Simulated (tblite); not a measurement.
A tight-binding relaxation on `C[O][Ge@H]([F])[C](C)(C)C=O`.

Computed with GFN2-xTB geometry optimisation, gas phase (tblite 0.8.0). Start geometry: from a force field or distance geometry. The command runs a driver script over a list of jobs; the input below is this job's line of settings and its coordinates in Å.

Command:
```bash
OMP_NUM_THREADS=1 python probes_run.py task.json out
```

Input:
```
{"job": {"kind": "relax", "xc": "GFN2-xTB", "basis": "xTB"}, "charge": 0, "multiplicity": 1}
C      3.077400     0.302900    -0.592400
O      1.785500     0.601500    -0.173600
Ge     0.495400    -0.063200    -1.167600
F      0.038800     1.034600    -2.488000
C     -1.079800    -0.173900    -0.010900
C     -0.683600    -0.954600     1.201400
C     -1.349300     1.252700     0.455200
C     -2.246100    -0.732800    -0.707600
O     -2.159400    -1.111700    -1.875800
H      3.758000     0.686200     0.216200
H      3.281900    -0.767300    -0.688800
H      3.338600     0.887800    -1.496600
H      0.775400    -1.474100    -1.690700
H      0.349000    -1.377200     1.036700
H     -0.567300    -0.272800     2.088100
H     -1.363800    -1.801400     1.415100
H     -0.636100     1.965200    -0.021300
H     -2.408000     1.504200     0.267900
H     -1.213200     1.320000     1.562900
H     -3.198800    -0.815500    -0.152600
```

Output:
```
step      E/eV     max force
  0    -846.44907    2.566
  1    -846.66093    3.217
  2    -846.78226    0.778
  3    -846.84442    0.684
  4    -846.97101    0.560
  5    -847.01746    0.579
  6    -847.06631    0.597
  7    -847.09956    0.444
  8    -847.13435    0.495
  9    -847.15497    0.350
... (115 lines left out)
125    -847.54285    0.017
126    -847.54291    0.016
127    -847.54296    0.019
128    -847.54300    0.018
129    -847.54305    0.015
130    -847.54310    0.016
131    -847.54316    0.015
132    -847.54321    0.010
133    -847.54324    0.009
134    -847.54326    0.008
```

«max force» is the largest atomic force in eV/Å.

**Question.** From which step on does the largest force stay under 0.1 eV/Å, and how much energy is left to gain from there?

**Answer.** From step 108 (0.065 eV/Å), 6.2 meV above the end.

Main results: energy lowered by 25.2 kcal/mol over 134 steps; largest atomic force 0.008 eV/Å at the end.

**Question.** Give the final coordinates.

**Answer.** 0.646 Å rms from the input after alignment:
```
atom  x, y, z in Å
C1     3.1847    0.4318   -0.5074
O2     1.8780    0.0458   -0.1275
Ge3    0.5229   -0.2819   -1.2011
F4     0.4553    1.1434   -2.2697
C5    -1.0929   -0.1657    0.0356
C6    -0.8389   -1.0148    1.2836
C7    -1.3933    1.2765    0.4156
C8    -2.2027   -0.8037   -0.7260
O9    -2.0119   -1.6327   -1.5750
H10    3.7128    0.7092    0.4062
H11    3.7143   -0.3900   -0.9937
H12    3.1631    1.2861   -1.1856
H13    0.8316   -1.3511   -2.2313
H14   -0.6738   -2.0563    1.0137
H15    0.0457   -0.6428    1.7962
H16   -1.6927   -0.9563    1.9583
H17   -1.5859    1.8731   -0.4744
H18   -2.2604    1.3308    1.0732
H19   -0.5351    1.7003    0.9343
H20   -3.2261   -0.4909   -0.4473
```

**Question.** How long does this job take on an Arm Neoverse V1 with one thread, shared host with 32 logical CPUs at a one-minute load of 18?

**Answer.** About 1.2 s.
Labels such as C1 count atoms from 1, the log's own numbers from 0.
